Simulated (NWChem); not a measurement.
# Spin states of CCl

```xyz
2

C      0.0000     0.0000     1.2387
Cl     0.0000     0.0000    -0.4372
```
Charge 0, spin multiplicity 2.

The numbers come from NWChem runs, not from measurements. Structure: optimised with UPBE/def2-SVP, a minimum by its harmonic frequencies.

Basis set: def2-TZVP. The gap is E(quartet) − E(doublet) at the geometry of the doublet, so a negative value puts the higher spin lower. Open shells are unrestricted, coupled cluster uses restricted open-shell references. The quartet is the single determinant that the SCF runs reached, with unpaired electrons in orbitals of symmetry a1 and b1 and b2 (C2v labels); it need not be the lowest quartet, which in molecules with degenerate π orbitals can need several determinants.

The correlated methods keep 6 core orbitals frozen. B3LYP has NWChem's definition, with VWN1-RPA local correlation. This spin state was chosen for the runs; another may lie lower. The structure started from a generated list of species. The unpaired electrons of the parent sit in orbitals of symmetry b2 (C2v labels of the run); other states weren't searched. The stability of the SCF solutions was not checked. Open-shell Hartree-Fock references start from PBE0 orbitals. No row is a measurement; the coupled-cluster row has its own basis-set and correlation limits.

Q: For the vertical doublet-quartet gap, LC-wPBE (omega 0.3 per bohr) gives 51.7 kcal/mol and BP86 gives 57.8 kcal/mol. What do HF, B3LYP, B2PLYP give?

A: HF: 26.2 kcal/mol; B3LYP: 58.6 kcal/mol; B2PLYP: 57.2 kcal/mol.
